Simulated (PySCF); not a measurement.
C3H10OSeSi (SMILES CC(C)[Se]O[SiH3]), singlet, at a GFN2-xTB geometry, with bond 5-2 at 1.8 times its length; CASSCF(6,4)/STO-3G run with PySCF.

PySCF was given this input:
```python
from pyscf import gto, scf, mcscf
import numpy

mol = gto.M(
    atom='''
Se    0.14292043   -0.04679531    0.97089339
C    -0.76303110   -1.24222462   -0.33910612
C    -1.56325169   -2.27162819    0.44110015
C     0.26163487   -1.87306417   -1.26132415
H    -1.96877147   -0.06509527   -1.36124805
H    -2.10150190   -2.92143864   -0.24713188
H    -0.90177525   -2.88769181    1.04922061
H    -2.28545006   -1.78862617    1.09754762
H     0.87541957   -1.10425278   -1.72641230
H    -0.23612878   -2.44048697   -2.04670204
H     0.91161344   -2.54515810   -0.70411933
O     0.92447545    1.07800888   -0.23459426
Si    0.33363914    2.27415164   -1.17112136
H    -0.61930514    1.73707773   -2.15046707
H     1.58998178    2.69312048   -1.77693866
H    -0.33812551    3.29606866   -0.36997558
''',
    basis='sto-3g',
    verbose=4,
)

mf = scf.RHF(mol)
mf.kernel()
mc = mcscf.CASSCF(mf, 4, 6)
mc.fix_spin_(ss=0.0)
mc.kernel()
occ = numpy.linalg.eigvalsh(mc.fcisolver.make_rdm1(mc.ci, mc.ncas, mc.nelecas))[::-1]
ss = mc.fcisolver.spin_square(mc.ci, mc.ncas, mc.nelecas)[0]
print('natural occupations', occ.round(4), ' <S^2>', round(ss, 4))
```

What the program printed (banner, timings and long lists left out):

```
PySCF version 2.14.0

[INPUT] verbose = 4
[INPUT] num. atoms = 16
[INPUT] num. electrons = 84
[INPUT] charge = 0
[INPUT] spin (= nelec alpha-beta = 2S) = 0
[INPUT] symmetry False subgroup None
[INPUT] Mole.unit = angstrom
[INPUT] Symbol           X                Y                Z      unit          X                Y                Z       unit  Magmom
[...]
nuclear repulsion = 553.098973687901
number of shells = 35
number of NR pGTOs = 171
number of NR cGTOs = 57
basis = sto-3g
ecp = {}

******** <class 'pyscf.scf.hf.RHF'> ********
method = RHF
initial guess = minao
damping factor = 0
level_shift factor = 0
DIIS = <class 'pyscf.scf.diis.CDIIS'>
diis_start_cycle = 1
diis_space = 8
diis_damp = 0
SCF conv_tol = 1e-09
SCF conv_tol_grad = None
SCF max_cycles = 50
direct_scf = True
direct_scf_tol = 1e-13
Set gradient conv threshold to 3.16228e-05
Initial guess from minao.
init E= -2847.60836540441
[...]
cycle= 1 E= -2850.65332261815  delta_E= -3.04  |g|= 0.585  |ddm|= 4.68
[...]
cycle= 2 E= -2850.80614816181  delta_E= -0.153  |g|= 0.251  |ddm|= 1.37
[...]
cycle= 3 E= -2850.82768768696  delta_E= -0.0215  |g|= 0.0657  |ddm|= 0.425
[...]
cycle= 4 E= -2850.82991536565  delta_E= -0.00223  |g|= 0.0209  |ddm|= 0.141
[...]
cycle= 5 E= -2850.83014123847  delta_E= -0.000226  |g|= 0.00524  |ddm|= 0.0414
[...]
cycle= 6 E= -2850.83016449865  delta_E= -2.33e-05  |g|= 0.00141  |ddm|= 0.0153
[...]
cycle= 7 E= -2850.83016709352  delta_E= -2.59e-06  |g|= 0.000306  |ddm|= 0.00623
[...]
cycle= 8 E= -2850.83016720325  delta_E= -1.1e-07  |g|= 7e-05  |ddm|= 0.0013
[...]
cycle= 9 E= -2850.83016720831  delta_E= -5.06e-09  |g|= 1.94e-05  |ddm|= 0.000263
[...]
cycle= 10 E= -2850.83016720874  delta_E= -4.31e-10  |g|= 6.39e-06  |ddm|= 7.14e-05
[...]
Extra cycle  E= -2850.83016720873  delta_E= 1.36e-11  |g|= 3.56e-06  |ddm|= 1.85e-05
converged SCF energy = -2850.83016720873

******** <class 'pyscf.mcscf.mc1step.CASSCF'> ********
CAS (3e+3e, 4o), ncore = 39, nvir = 14
max_cycle_macro = 50
max_cycle_micro = 4
conv_tol = 1e-07
conv_tol_grad = None
orbital rotation max_stepsize = 0.02
orbital rotation threshold for CI restart = 0.01
augmented hessian ah_max_cycle = 30
augmented hessian ah_conv_tol = 1e-12
augmented hessian ah_linear dependence = 1e-14
augmented hessian ah_level shift = 1e-08
augmented hessian ah_start_tol = 2.5
augmented hessian ah_start_cycle = 3
augmented hessian ah_grad_trust_region = 3
kf_trust_region = 3
kf_interval = 4
ci_response_space = 4
ci_grad_trust_region = 3
with_dep4 0
natorb = False
canonicalization = True
sorting_mo_energy = False
ao2mo_level = 2
internal_rotation = False
******** <class 'pyscf.fci.addons.SpinPenaltyFCISolver'> ********
max. cycles = 50
conv_tol = 1e-08
davidson only = True
linear dependence = 1e-12
level shift = 0.001
max iter space = 12
nroots = 1
pspace_size = 400
spin = None
CASCI E = -2850.88737748940  S^2 = 0.0000000
Set conv_tol_grad to 0.000316228
macro iter   1 ( 21 JK    4 micro), CASSCF E = -2850.91530337870  dE = -2.79258893e-02  S^2 = 0.0000000
               |grad[o]|=0.0682  |grad[c]|=0.0529  |ddm|=0.057  |maxRot[o]|=0.163
macro iter   2 ( 10 JK    3 micro), CASSCF E = -2850.91608901549  dE = -7.85636785e-04  S^2 = 0.0000000
               |grad[o]|=0.018  |grad[c]|=0.0011  |ddm|=0.00497  |maxRot[o]|=0.0668
macro iter   3 (  7 JK    2 micro), CASSCF E = -2850.91609570171  dE = -6.68622306e-06  S^2 = 0.0000000
               |grad[o]|=0.00151  |grad[c]|=0.0027  |ddm|=0.000513  |maxRot[o]|=0.0698
macro iter   4 (  7 JK    2 micro), CASSCF E = -2850.91610298804  dE = -7.28633177e-06  S^2 = 0.0000000
               |grad[o]|=0.00115  |grad[c]|=0.00448  |ddm|=0.000402  |maxRot[o]|=0.0698
macro iter   5 (  7 JK    2 micro), CASSCF E = -2850.91611606619  dE = -1.30781455e-05  S^2 = 0.0000000
               |grad[o]|=0.000852  |grad[c]|=0.00823  |ddm|=0.000592  |maxRot[o]|=0.0698
macro iter   6 (  7 JK    2 micro), CASSCF E = -2850.91613512094  dE = -1.90547562e-05  S^2 = 0.0000000
               |grad[o]|=0.000732  |grad[c]|=0.00699  |ddm|=0.000376  |maxRot[o]|=0.0663
macro iter   7 (  7 JK    2 micro), CASSCF E = -2850.91617354481  dE = -3.84238674e-05  S^2 = 0.0000000
               |grad[o]|=0.000707  |grad[c]|=0.00185  |ddm|=0.00129  |maxRot[o]|=0.0696
macro iter   8 (  7 JK    2 micro), CASSCF E = -2850.91621618611  dE = -4.26412989e-05  S^2 = 0.0000000
               |grad[o]|=0.00066  |grad[c]|=0.00531  |ddm|=0.00237  |maxRot[o]|=0.0697
macro iter   9 (  7 JK    2 micro), CASSCF E = -2850.91625735422  dE = -4.11681108e-05  S^2 = 0.0000000
               |grad[o]|=0.000769  |grad[c]|=0.00796  |ddm|=0.003  |maxRot[o]|=0.0698
macro iter  10 (  7 JK    2 micro), CASSCF E = -2850.91629775852  dE = -4.04042967e-05  S^2 = 0.0000000
               |grad[o]|=0.000717  |grad[c]|=0.00722  |ddm|=0.00302  |maxRot[o]|=0.0698
macro iter  11 (  7 JK    2 micro), CASSCF E = -2850.91633236226  dE = -3.46037459e-05  S^2 = 0.0000000
               |grad[o]|=0.000607  |grad[c]|=0.00637  |ddm|=0.00284  |maxRot[o]|=0.0698
macro iter  12 (  7 JK    2 micro), CASSCF E = -2850.91635820101  dE = -2.58387481e-05  S^2 = 0.0000000
               |grad[o]|=0.00048  |grad[c]|=0.00515  |ddm|=0.00254  |maxRot[o]|=0.0698
macro iter  13 (  7 JK    2 micro), CASSCF E = -2850.91637228472  dE = -1.40837064e-05  S^2 = 0.0000000
               |grad[o]|=0.000326  |grad[c]|=0.00439  |ddm|=0.00214  |maxRot[o]|=0.0698
macro iter  14 (  5 JK    2 micro), CASSCF E = -2850.91637440648  dE = -2.12176565e-06  S^2 = 0.0000000
               |grad[o]|=0.000156  |grad[c]|=0.000791  |ddm|=0.000365  |maxRot[o]|= 0.03
macro iter  15 (  5 JK    1 micro), CASSCF E = -2850.91637462130  dE = -2.14816737e-07  S^2 = 0.0000000
               |grad[o]|=4.31e-05  |grad[c]|=0.000149  |ddm|=6.23e-05  |maxRot[o]|=0.0118
macro iter  16 (  6 JK    1 micro), CASSCF E = -2850.91637504654  dE = -4.25236067e-07  S^2 = 0.0000000
               |grad[o]|=0.000121  |grad[c]|=0.000475  |ddm|=3.21e-05  |maxRot[o]|=0.0181
macro iter  17 (  4 JK    1 micro), CASSCF E = -2850.91637507697  dE = -3.04289642e-08  S^2 = 0.0000000
               |grad[o]|=4.6e-05  |grad[c]|=2.46e-05  |ddm|=5.31e-05  |maxRot[o]|=0.00117
1-step CASSCF converged in  17 macro (128 JK  34 micro) steps
CASSCF canonicalization
Density matrix diagonal elements [1.93248723 1.87229992 1.90628463 0.28892822]
CASSCF energy = -2850.91637507697
CASCI E = -2850.91637507697  E(CI) = -7.36600877396313  S^2 = 0.0000000
natural occupations [2.     1.9996 1.7125 0.2879]  <S^2> 0.0
```
